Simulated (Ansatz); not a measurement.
```yaml
crystal:
  periodic: [false, false, false]
  atoms:
    - {symbol: C, position_ang: [-2.665312, 1.637522, 2.368200]}
    - {symbol: C, position_ang: [-1.918943, 2.055084, 1.777936]}
    - {symbol: S, position_ang: [-0.337439, 2.461950, 1.090096]}
    - {symbol: Sn, position_ang: [-0.449525, 1.213620, -0.763421]}
    - {symbol: Ga, position_ang: [2.114380, 0.627343, -1.876529]}
    - {symbol: C, position_ang: [-0.413454, -0.990618, 0.092988]}
    - {symbol: Si, position_ang: [0.644693, -1.967323, -0.449852]}
    - {symbol: H, position_ang: [-3.478076, 1.373374, 3.164319]}
    - {symbol: H, position_ang: [-1.942873, 1.216369, -1.630418]}
    - {symbol: H, position_ang: [1.964571, -0.146054, -3.295735]}
    - {symbol: H, position_ang: [2.949915, 1.258746, -1.413248]}
    - {symbol: H, position_ang: [-1.379206, -1.607775, 0.319902]}
    - {symbol: H, position_ang: [-0.200051, -0.957650, 1.580855]}
    - {symbol: H, position_ang: [1.414866, -3.075088, 0.432772]}
    - {symbol: H, position_ang: [1.901188, -1.089881, -0.897439]}
    - {symbol: H, position_ang: [0.018819, -2.785674, -1.464686]}
basis:
  gaussian: {orbitals: def2-TZVPP, fitting: {mean_field: cc-pVTZ-jkfit}}
hamiltonian: {xc: {name: B97M-V}}
accuracy: high
output: {forces: true}
```

```sh
$ ansatz run in.yaml --threads 2 --pin off --events-out ev --progress --plain --max-ram 22528MiB --backend cuda --devices 0, --max-vram 18GiB
```

Question: How does Ansatz answer? (Estimate.)

Answer: The calculation gave: The program refused the input.
```
Functional definition: B97M-V
Error: <dir> the basis set cc-pVTZ-JKFIT has no functions for Sn
```
